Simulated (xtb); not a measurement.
C2H6NO, charge +1, singlet, geometry from GFN2-xTB, atoms displaced at random by about 0.05 Å a coordinate. Base run: xtb 6.7.1 with GFN2-xTB.

Input for xtb:
```
$ xtb mol.xyz --gfn 2 --chrg 1 --opt --json

# file mol.xyz
10

O      0.40127337     1.21458762     0.04911960
C     -0.00185720     0.04511005    -0.03196055
N      0.97670775    -0.90087540    -0.10046370
C     -1.37050191    -0.40968401     0.11642305
H      0.71087912    -1.83575433    -0.14291805
H     -1.85692214     0.45758533    -0.57074149
H     -1.52017791    -1.28822287    -0.50105371
H     -1.77593765    -0.45790199     1.01182053
H      2.03262518    -0.67995048    -0.02140950
H      1.28804062     1.59013449     0.05983322
```

Variants of this job, named by their change:

| change | ΔE vs base (kcal/mol) | optimiser steps |
|---|---|---|
| base | 0.000 | 8 |
| alpb = ch2cl2 | -53.15 | 9 |
| engine = lbfgs | 0.000 | - |
| engine = inertial | 0.007 | - |
| opt level = tight | -0.001 | 9 |
| opt level = crude | 0.072 | 5 |
| opt level = lax | 0.003 | 7 |
| opt level = loose | 0.003 | 7 |
| opt level = sloppy | 0.015 | 6 |
| alpb = cs2 | -40.07 | 9 |
